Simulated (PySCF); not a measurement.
PySCF 2.14 output of an unrestricted BP86 calculation on a single atom or ion in jorge-DZP-DKH, with the spin-free X2C one-electron Hamiltonian (Gaussian nucleus):

```
SCF conv_tol = 1e-09
number electrons alpha = 13  beta = 9
    A. D. Becke.,  Phys. Rev. A 38, 3098 (1988)
    J. P. Perdew.,  Phys. Rev. B 33, 8822 (1986)
cycle= 1 E= -949.030626644402  delta_E= -0.0123  |g|= 0.0392  |ddm|= 0.141
cycle= 2 E= -949.030347885162  delta_E= 0.000279  |g|= 0.0547  |ddm|= 0.0807
cycle= 3 E= -949.031096885394  delta_E= -0.000749  |g|= 0.00251  |ddm|= 0.0472
cycle= 4 E= -949.031098716962  delta_E= -1.83e-06  |g|= 0.000123  |ddm|= 0.00211
cycle= 5 E= -949.031098719857  delta_E= -2.9e-09  |g|= 7.69e-06  |ddm|= 0.000137
cycle= 6 E= -949.031098719855  delta_E= 1.36e-12  |g|= 1.64e-06  |ddm|= 4.62e-05
converged SCF energy = -949.031098719855  <S^2> = 6.0001607  2S+1 = 5.0000643
```

The run itself started from symmetry-adapted Hartree-Fock orbitals and held the occupation by maximum overlap, on a logarithmic radial grid, so the iterations belong to that start.

**Question.** Which element, charge and spin multiplicity is this?

**Answer.** V+ (vanadium, charge +1), multiplicity 5; the state was [Ar] 3d4, high-spin 5D determinant.
